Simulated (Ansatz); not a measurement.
One change: `[OH][Zr]([OH])([OH])[Cl]` becomes `[OH][Ti]([OH])([OH])[Cl]`.

Ansatz, PBE0-D4/def2-TZVP geometries, multiplicity 1. Each molecule was computed in one conformer, which needn't be the lowest.

Elements past krypton have def2 core potentials. Scalar relativity is left out up to krypton.

```json
{"property": "HOMO–LUMO gap (ωB97M-V/def2-TZVPP) / eV", "`[OH][Zr]([OH])([OH])[Cl]`": "11.45"}
{"property": "LUMO energy (PBE/def2-TZVPP) / eV", "`[OH][Zr]([OH])([OH])[Cl]`": "-1.04"}
{"property": "HOMO–LUMO gap (PBE/def2-TZVPP) / eV", "`[OH][Zr]([OH])([OH])[Cl]`": "6.09"}
{"property": "HOMO–LUMO gap (PBE0/def2-TZVPP) / eV", "`[OH][Zr]([OH])([OH])[Cl]`": "8.32"}
{"property": "LUMO energy (PBE0/def2-TZVPP) / eV", "`[OH][Zr]([OH])([OH])[Cl]`": "-0.26"}
{"property": "LUMO energy (ωB97M-V/def2-TZVPP) / eV", "`[OH][Zr]([OH])([OH])[Cl]`": "0.59"}
```

(1) What does the change do to each property? (An estimate is asked.)

Answers

(1) Computed: 
| property | `[OH][Ti]([OH])([OH])[Cl]` | shift |
| --- | --- | --- |
| HOMO–LUMO gap (ωB97M-V/def2-TZVPP) / eV | 11.30 | -0.15 |
| LUMO energy (PBE/def2-TZVPP) / eV | -2.91 | -1.87 |
| HOMO–LUMO gap (PBE/def2-TZVPP) / eV | 4.38 | -1.71 |
| HOMO–LUMO gap (PBE0/def2-TZVPP) / eV | 6.81 | -1.51 |
| LUMO energy (PBE0/def2-TZVPP) / eV | -1.96 | -1.70 |
| LUMO energy (ωB97M-V/def2-TZVPP) / eV | 0.27 | -0.32 |

With PBE0 the HOMO falls by 0.18 eV and the LUMO falls by 1.70 eV, so the gap narrows by about 1.52 eV. PBE moves the HOMO by -0.16 eV and ωB97M-V by -0.17 eV.
